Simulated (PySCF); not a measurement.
CuF, charge -1, doublet, geometry from GFN2-xTB (such geometries of metal compounds can be far from the true shape) (the multiplicity is a formal guess) (in this run its highest filled SCF level lies above zero, so its values depend strongly on the basis, on diffuse functions most of all); PBE0/aug-cc-pVDZ run with PySCF.

Input for PySCF:
```python
from pyscf import gto, scf, dft

mol = gto.M(
    atom='''
Cu   -0.00000000   -0.00000000   -0.36514890
F     0.00000000    0.00000000    1.17659091
''',
    basis='aug-cc-pvdz',
    charge=-1,
    spin=1,
    verbose=4,
)

mf = dft.UKS(mol)
mf.xc = 'pbe0'
mf.kernel()
mf.analyze()
```

### Question
What does PySCF print? Leave out banner, timings and long lists.

### Answer

```
PySCF version 2.14.0

[INPUT] verbose = 4
[INPUT] num. atoms = 2
[INPUT] num. electrons = 39
[INPUT] charge = -1
[INPUT] spin (= nelec alpha-beta = 2S) = 1
[INPUT] symmetry False subgroup None
[INPUT] Mole.unit = angstrom
[INPUT] Symbol           X                Y                Z      unit          X                Y                Z       unit  Magmom
[...]
nuclear repulsion = 89.5840213467148
number of shells = 19
number of NR pGTOs = 173
number of NR cGTOs = 82
basis = aug-cc-pvdz
ecp = {}

******** <class 'pyscf.dft.uks.UKS'> ********
method = UKS
initial guess = minao
damping factor = 0
level_shift factor = 0
DIIS = <class 'pyscf.scf.diis.CDIIS'>
diis_start_cycle = 1
diis_space = 8
diis_damp = 0
SCF conv_tol = 1e-09
SCF conv_tol_grad = None
SCF max_cycles = 50
direct_scf = True
direct_scf_tol = 1e-13
number electrons alpha = 20  beta = 19
XC library pyscf.dft.libxc version 7.1.2
    S. Lehtola, C. Steigemann, M. J. T. Oliveira, and M. A. L. Marques,  SoftwareX 7, 1–5 (2018)
XC functionals = pbe0
    C. Adamo and V. Barone,  J. Chem. Phys. 110, 6158 (1999)
    M. Ernzerhof and G. E. Scuseria,  J. Chem. Phys. 110, 5029 (1999)
radial grids:
    Treutler-Ahlrichs [JCP 102, 346 (1995); DOI:10.1063/1.469408] (M4) radial grids

becke partition: Becke, JCP 88, 2547 (1988); DOI:10.1063/1.454033
pruning grids: <function nwchem_prune>
grids dens level: 3
symmetrized grids: False
atomic radii adjust function: <function treutler_atomic_radii_adjust>
small_rho_cutoff = 0
Set gradient conv threshold to 3.16228e-05
tot grids = 34904
init E= -1739.79242761934

cycle= 1 E= -1739.40788848372  delta_E= 0.385  |g|= 1.94  |ddm|= 1.48
cycle= 2 E= -1737.03228497431  delta_E= 2.38  |g|=    4  |ddm|=  2.7
cycle= 3 E= -1740.03740361405  delta_E= -3.01  |g|= 0.424  |ddm|= 1.97
cycle= 4 E= -1740.02142998625  delta_E= 0.016  |g|= 0.448  |ddm|= 0.532
cycle= 5 E= -1740.08096192728  delta_E= -0.0595  |g|= 0.0377  |ddm|= 0.246
cycle= 6 E= -1740.08134888889  delta_E= -0.000387  |g|= 0.0134  |ddm|= 0.0399
cycle= 7 E= -1740.08139876536  delta_E= -4.99e-05  |g|= 0.00205  |ddm|= 0.0164
cycle= 8 E= -1740.08140239427  delta_E= -3.63e-06  |g|= 0.00108  |ddm|= 0.00697
cycle= 9 E= -1740.08140329938  delta_E= -9.05e-07  |g|= 0.000564  |ddm|= 0.00352
cycle= 10 E= -1740.08140365132  delta_E= -3.52e-07  |g|= 0.000236  |ddm|= 0.00227
cycle= 11 E= -1740.08140371621  delta_E= -6.49e-08  |g|= 0.000102  |ddm|= 0.00115
cycle= 12 E= -1740.08140372117  delta_E= -4.96e-09  |g|= 3.08e-05  |ddm|= 0.000215
cycle= 13 E= -1740.08140372161  delta_E= -4.4e-10  |g|= 3.23e-06  |ddm|= 5.86e-05
Extra cycle  E= -1740.0814037216  delta_E= 1.52e-11  |g|= 1.12e-05  |ddm|= 1.06e-05
converged SCF energy = -1740.0814037216  <S^2> = 0.76283661  2S+1 = 2.0127957
**** SCF Summaries ****
Total Energy =                       -1740.081403721595962
Nuclear Repulsion Energy =              89.584021346714778
One-electron Energy =                -2613.997456913357382
Two-electron Energy =                  784.332031845046686
Two-electron Coulomb Energy =          861.872062302919744
DFT Exchange-Correlation Energy =      -77.540030457873030
**** MO energy ****
                             alpha | beta                alpha | beta
[...]
To work with the spin densities directly, `use mulliken_meta_spin()` only printing them here.

 ** Mulliken spin pop alpha/beta on meta-lowdin orthogonal AOs **
 ** Mulliken Spin Density (per AO)  **
spin_pop of  0 Cu 1s        0.00000
spin_pop of  0 Cu 2s       -0.00000
spin_pop of  0 Cu 3s        0.00001
spin_pop of  0 Cu 4s        0.39092
spin_pop of  0 Cu 5s        0.07491
spin_pop of  0 Cu 6s        0.00411
spin_pop of  0 Cu 7s        0.00905
spin_pop of  0 Cu 2px      -0.00000
spin_pop of  0 Cu 2py      -0.00000
spin_pop of  0 Cu 2pz      -0.00000
spin_pop of  0 Cu 3px       0.00002
spin_pop of  0 Cu 3py       0.00002
spin_pop of  0 Cu 3pz       0.00003
spin_pop of  0 Cu 4px       0.00218
spin_pop of  0 Cu 4py       0.00218
spin_pop of  0 Cu 4pz       0.07675
spin_pop of  0 Cu 5px       0.00013
spin_pop of  0 Cu 5py       0.00013
spin_pop of  0 Cu 5pz       0.02229
spin_pop of  0 Cu 6px       0.00000
spin_pop of  0 Cu 6py       0.00000
spin_pop of  0 Cu 6pz       0.01685
spin_pop of  0 Cu 7px       0.00003
spin_pop of  0 Cu 7py       0.00003
spin_pop of  0 Cu 7pz       0.02082
spin_pop of  0 Cu 3dxy      0.00024
spin_pop of  0 Cu 3dyz     -0.00274
spin_pop of  0 Cu 3dz^2     0.22852
spin_pop of  0 Cu 3dxz     -0.00274
spin_pop of  0 Cu 3dx2-y2    0.00024
spin_pop of  0 Cu 4dxy     -0.00017
spin_pop of  0 Cu 4dyz      0.00007
spin_pop of  0 Cu 4dz^2     0.00760
spin_pop of  0 Cu 4dxz      0.00007
spin_pop of  0 Cu 4dx2-y2   -0.00017
spin_pop of  0 Cu 5dxy     -0.00006
spin_pop of  0 Cu 5dyz      0.00017
spin_pop of  0 Cu 5dz^2     0.00485
spin_pop of  0 Cu 5dxz      0.00017
spin_pop of  0 Cu 5dx2-y2   -0.00006
spin_pop of  0 Cu 6dxy      0.00000
spin_pop of  0 Cu 6dyz     -0.00003
spin_pop of  0 Cu 6dz^2     0.00062
spin_pop of  0 Cu 6dxz     -0.00003
spin_pop of  0 Cu 6dx2-y2    0.00000
spin_pop of  0 Cu 4f-3     -0.00000
spin_pop of  0 Cu 4f-2      0.00000
spin_pop of  0 Cu 4f-1      0.00001
spin_pop of  0 Cu 4f+0      0.00008
spin_pop of  0 Cu 4f+1      0.00001
spin_pop of  0 Cu 4f+2      0.00000
spin_pop of  0 Cu 4f+3     -0.00000
spin_pop of  0 Cu 5f-3     -0.00000
spin_pop of  0 Cu 5f-2     -0.00000
spin_pop of  0 Cu 5f-1      0.00000
spin_pop of  0 Cu 5f+0      0.00216
spin_pop of  0 Cu 5f+1      0.00000
spin_pop of  0 Cu 5f+2     -0.00000
spin_pop of  0 Cu 5f+3     -0.00000
spin_pop of  1 F 1s       -0.00000
spin_pop of  1 F 2s        0.02539
spin_pop of  1 F 3s        0.02868
spin_pop of  1 F 4s        0.00348
spin_pop of  1 F 2px      -0.00044
spin_pop of  1 F 2py      -0.00044
spin_pop of  1 F 2pz       0.07375
spin_pop of  1 F 3px       0.00048
spin_pop of  1 F 3py       0.00048
spin_pop of  1 F 3pz       0.00738
spin_pop of  1 F 4px       0.00012
spin_pop of  1 F 4py       0.00012
spin_pop of  1 F 4pz       0.00179
spin_pop of  1 F 3dxy     -0.00001
spin_pop of  1 F 3dyz     -0.00000
spin_pop of  1 F 3dz^2    -0.00004
spin_pop of  1 F 3dxz     -0.00000
spin_pop of  1 F 3dx2-y2   -0.00001
spin_pop of  1 F 4dxy     -0.00001
spin_pop of  1 F 4dyz     -0.00002
spin_pop of  1 F 4dz^2    -0.00001
spin_pop of  1 F 4dxz     -0.00002
spin_pop of  1 F 4dx2-y2   -0.00001
 ** Mulliken Spin Density (per atom)  **
spin density of  0 Cu =      0.85932
spin density of  1 F =      0.14068
 ** Mulliken pop alpha/beta on meta-lowdin orthogonal AOs **
 ** Mulliken pop       alpha | beta **
In total            20.00000 | 19.00000
 ** Mulliken atomic charges   ( Nelec_alpha | Nelec_beta ) **
charge of  0Cu =     -0.15459  (    15.00696     14.14764 )
charge of  1F =     -0.84541  (     4.99304      4.85236 )

WARN: System has nonzero charge -1; the dipole moment is origin-dependent.
Location of origin: [0. 0. 0.]

Dipole moment(X, Y, Z, Debye): -0.00000, -0.00000,  2.35640
```
